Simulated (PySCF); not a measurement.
Job file and geometry (Å, from GFN2-xTB) of an NMR shielding run on `C1=C(C[O+]([BH3-])C)C=CC=C1`, C₈H₁₃BO, GIAO PBE0/pcSseg-1 NMR shielding, non-relativistic, gas phase (PySCF); density fitting, a coarse starting grid and PySCF grid level 2 are the driver's defaults:

```
$ OMP_NUM_THREADS=1 python probes_run.py task.json out

{"job": {"kind": "nmr", "xc": "PBE0", "basis": "pcSseg-1"}, "charge": 0, "multiplicity": 1}
B     -3.003490     0.203875    -1.249657
O     -1.569153     0.409673    -0.456615
C     -1.770071     0.664090     0.920470
C     -0.693297    -0.694124    -0.675744
C      0.699106    -0.408307    -0.178169
C      1.329216    -1.255125     0.723418
C      2.609659    -0.974195     1.169102
C      3.265654     0.160835     0.725053
C      2.640678     1.013158    -0.170811
C      1.365100     0.728720    -0.622723
H     -3.606731     1.198072    -1.018116
H     -2.689223     0.092830    -2.388623
H     -3.500890    -0.778497    -0.791434
H     -2.429935     1.525516     0.992797
H     -2.243491    -0.190597     1.414757
H     -0.812941     0.884052     1.401121
H     -1.102977    -1.597425    -0.204404
H     -0.687401    -0.843912    -1.758725
H      0.818747    -2.140113     1.075629
H      3.092979    -1.641019     1.867590
H      4.262642     0.381481     1.075868
H      3.150021     1.898832    -0.520521
H      0.871046     1.389164    -1.320183
```

Q: What does the program print?

A: 
```
coarse grid: 18920 points
cycle   1  E = -412.0330459639  dE =  1.487e+00  |g| = 4.559e-01  |ddm| = 4.380e+00
cycle   2  E = -412.0383058879  dE = -5.260e-03  |g| = 4.701e-01  |ddm| = 1.083e+00
cycle   3  E = -412.0892542627  dE = -5.095e-02  |g| = 9.930e-02  |ddm| = 4.885e-01
cycle   4  E = -412.0909993732  dE = -1.745e-03  |g| = 3.847e-02  |ddm| = 1.029e-01
cycle   5  E = -412.0913321626  dE = -3.328e-04  |g| = 1.056e-02  |ddm| = 4.826e-02
cycle   6  E = -412.0913580265  dE = -2.586e-05  |g| = 4.137e-03  |ddm| = 1.363e-02
cycle   7  E = -412.0913620079  dE = -3.981e-06  |g| = 9.704e-04  |ddm| = 4.044e-03
final grid: 181920 points
cycle   8  E = -412.1622599594  dE = -5.735e-05  |g| = 1.424e-02  |ddm| = 5.716e-02
cycle   9  E = -412.1622298089  dE =  3.015e-05  |g| = 1.974e-02  |ddm| = 2.435e-02
cycle  10  E = -412.1622998414  dE = -7.003e-05  |g| = 2.203e-03  |ddm| = 1.344e-02
cycle  11  E = -412.1623009653  dE = -1.124e-06  |g| = 2.374e-04  |ddm| = 2.303e-03
cycle  12  E = -412.1623009734  dE = -8.088e-09  |g| = 1.449e-04  |ddm| = 4.039e-04
cycle  13  E = -412.1623009787  dE = -5.265e-09  |g| = 4.699e-05  |ddm| = 1.799e-04
cycle  14  E = -412.1623009793  dE = -5.741e-10  |g| = 9.324e-06  |ddm| = 5.457e-05
converged SCF energy = -412.1623009793

GIAO shielding tensors (ppm)
atom      isotropic    diamagn.    paramagn.     s11        s22        s33       span
  0 B       98.750     186.465     -87.715     67.250     74.609    154.391     87.141
  1 O      300.242     399.241     -98.999    270.134    287.295    343.298     73.165
  2 C      123.434     248.848    -125.414     89.680     99.603    181.017     91.337
  3 C      102.253     248.066    -145.813     72.614     88.013    146.132     73.519
  4 C       46.317     263.064    -216.747    -55.750     21.618    173.082    228.832
  5 C       52.151     250.982    -198.830    -55.179     44.949    166.684    221.863
  6 C       52.591     253.790    -201.199    -57.807     37.444    178.134    235.942
  7 C       51.472     254.159    -202.688    -58.940     34.028    179.327    238.267
  8 C       51.525     254.175    -202.651    -60.105     35.734    178.944    239.049
  9 C       51.677     250.584    -198.907    -57.121     34.165    177.986    235.106
 10 H       28.464      30.002      -1.538     25.008     26.055     34.328      9.320
 11 H       28.354      30.012      -1.657     24.735     25.993     34.335      9.600
 12 H       28.518      29.591      -1.073     24.706     26.295     34.552      9.845
 13 H       27.904      30.089      -2.185     24.147     25.681     33.883      9.736
 14 H       28.790      30.850      -2.060     25.096     26.955     34.320      9.224
 15 H       28.587      32.227      -3.640     23.349     29.851     32.562      9.212
 16 H       27.635      33.515      -5.880     22.993     28.439     31.471      8.478
 17 H       26.149      31.563      -5.414     22.604     27.080     28.763      6.159
 18 H       24.238      33.358      -9.120     20.630     23.331     28.752      8.122
 19 H       24.017      29.435      -5.418     20.532     24.541     26.977      6.445
 20 H       23.987      28.652      -4.665     20.696     24.637     26.627      5.930
 21 H       23.879      30.142      -6.263     20.392     24.228     27.017      6.626
 22 H       23.791      33.569      -9.778     19.620     22.204     29.550      9.930
```

Size and cost of the density-fitted run: 235 basis functions, 99 s wall time on 1 thread of an Arm Neoverse N1, shared host; peak memory 1.1 GiB.
